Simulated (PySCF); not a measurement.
Species: C4H10Si.
SMILES with atom numbers: `[CH3:1][SiH:2]1[CH2:3][CH2:4][CH2:5]1` (hydrogens: H6, H7, H8 on C1; H9 on Si2; H10, H11 on C3; H12, H13 on C4; H14, H15 on C5)

Method: PySCF 2.14.0, PBE0-D3(BJ)/def2-SVP geometry optimisation, gas phase; density fitting, grid level 1; the optimiser is geomeTRIC in internal coordinates, started from a GFN2-xTB structure with every atom displaced at random (about 0.01 Å).

The end geometry, which sets the zero of energy:
```
atom  x, y, z in Å
C1      2.1811    0.5679    0.3745
Si2     0.4013    0.6304   -0.2147
C3     -1.0277    0.2297    0.9683
C4     -1.6564   -0.5642   -0.2084
C5     -0.3972   -0.8662   -1.0642
H6      2.4048    1.4257    1.0284
H7      2.3748   -0.3550    0.9423
H8      2.8807    0.6008   -0.4756
H9      0.1644    1.9027   -0.9716
H10    -0.6912   -0.4495    1.7696
H11    -1.6520    1.0137    1.4195
H12    -2.3397    0.0913   -0.7733
H13    -2.2414   -1.4517    0.0877
H14    -0.5427   -0.9208   -2.1523
H15     0.0885   -1.7999   -0.7336
```

Task: These geometries come from the run, each turned onto the end geometry. Order them by energy, lowest first.
A.
```
atom  x, y, z in Å
C1      2.1666    0.5213    0.3878
Si2     0.3978    0.6675   -0.2193
C3     -1.0473    0.2851    0.9507
C4     -1.6326   -0.6121   -0.1772
C5     -0.3908   -0.8243   -1.0888
H6      2.4286    1.3538    1.0609
H7      2.3238   -0.4221    0.9316
H8      2.8666    0.5528   -0.4626
H9      0.2159    1.9536   -0.9678
H10    -0.7206   -0.3121    1.8182
H11    -1.7069    1.0830    1.3201
H12    -2.4194   -0.0706   -0.7262
H13    -2.0902   -1.5471    0.1873
H14    -0.5824   -0.8132   -2.1713
H15     0.1384   -1.7606   -0.8467
```
B.
```
atom  x, y, z in Å
C1      2.1618    0.5482    0.4180
Si2     0.4078    0.6464   -0.2667
C3     -1.0143    0.2825    0.9426
C4     -1.6235   -0.6385   -0.1534
C5     -0.4277   -0.8310   -1.1285
H6      2.3873    1.3921    1.0908
H7      2.2532   -0.3941    0.9935
H8      2.9172    0.5409   -0.3841
H9      0.3031    1.9356   -1.0285
H10    -0.6785   -0.2849    1.8248
H11    -1.6626    1.1005    1.2911
H12    -2.4453   -0.1198   -0.6658
H13    -2.0388   -1.5788    0.2343
H14    -0.6866   -0.7551   -2.1970
H15     0.0943   -1.7888   -0.9744
```
C.
```
atom  x, y, z in Å
C1      2.2031    0.4760    0.4186
Si2     0.4156    0.7165   -0.2600
C3     -1.0688    0.3096    0.8900
C4     -1.5839   -0.6715   -0.1379
C5     -0.4232   -0.7816   -1.1141
H6      2.4347    1.3101    1.0879
H7      2.2985   -0.4371    0.9556
H8      2.9174    0.5088   -0.3990
H9      0.2928    1.9972   -0.9679
H10    -0.7708   -0.1842    1.8356
H11    -1.7462    1.1112    1.1657
H12    -2.4823   -0.2583   -0.6283
H13    -1.9336   -1.6317    0.2864
H14    -0.7184   -0.6839   -2.1428
H15     0.1125   -1.7263   -0.9929
```
D.
```
atom  x, y, z in Å
C1      2.1583    0.5285    0.4082
Si2     0.4042    0.6566   -0.2534
C3     -1.0243    0.2913    0.9421
C4     -1.6226   -0.6336   -0.1556
C5     -0.4141   -0.8228   -1.1174
H6      2.3817    1.3698    1.0818
H7      2.2758   -0.4079    0.9781
H8      2.9042    0.5304   -0.4020
H9      0.2730    1.9428   -1.0145
H10    -0.6859   -0.2756    1.8244
H11    -1.6801    1.1021    1.2908
H12    -2.4452   -0.1191   -0.6773
H13    -2.0376   -1.5792    0.2314
H14    -0.6564   -0.7540   -2.1880
H15     0.1163   -1.7742   -0.9517
```
E.
```
atom  x, y, z in Å
C1      2.1783    0.5492    0.3731
Si2     0.3944    0.6547   -0.2002
C3     -1.0490    0.2493    0.9650
C4     -1.6491   -0.5820   -0.2033
C5     -0.3842   -0.8452   -1.0634
H6      2.4538    1.3832    1.0375
H7      2.3624   -0.3964    0.9059
H8      2.8484    0.5880   -0.5014
H9      0.1776    1.9385   -0.9435
H10    -0.7316   -0.3980    1.7992
H11    -1.6916    1.0419    1.3745
H12    -2.3687    0.0315   -0.7690
H13    -2.1879   -1.4911    0.1127
H14    -0.5295   -0.8994   -2.1516
H15     0.1240   -1.7692   -0.7388
```

Result: E (0.004 eV), A (0.010 eV), D (0.020 eV), B (0.037 eV), C (0.186 eV).

In the order of the answer:

| step | E above end (eV) | largest force (eV/Å) | rms force component (eV/Å) | rms distance from end (Å) | rms bond change (Å) | bond most changed (Å) |
| --- | --- | --- | --- | --- | --- | --- |
| 7 | 0.004 | 0.05 | 0.016 | 0.049 | 0.001 | C3–C4 +0.002 |
| 5 | 0.010 | 0.14 | 0.027 | 0.110 | 0.001 | C3–C4 +0.003 |
| 2 | 0.020 | 0.17 | 0.040 | 0.156 | 0.002 | C4–C5 +0.004 |
| 1 | 0.037 | 0.43 | 0.105 | 0.162 | 0.004 | C1–Si2 +0.010 |
| 0 | 0.186 | 2.02 | 0.554 | 0.230 | 0.026 | C1–Si2 +0.051 |

What follows is the cost of the whole optimisation. Time: 60 s of wall time; peak memory 0.50 GiB. Hardware: one thread, Arm Neoverse V2 (aarch64), shared host with 192 logical CPUs at a one-minute load of 75.
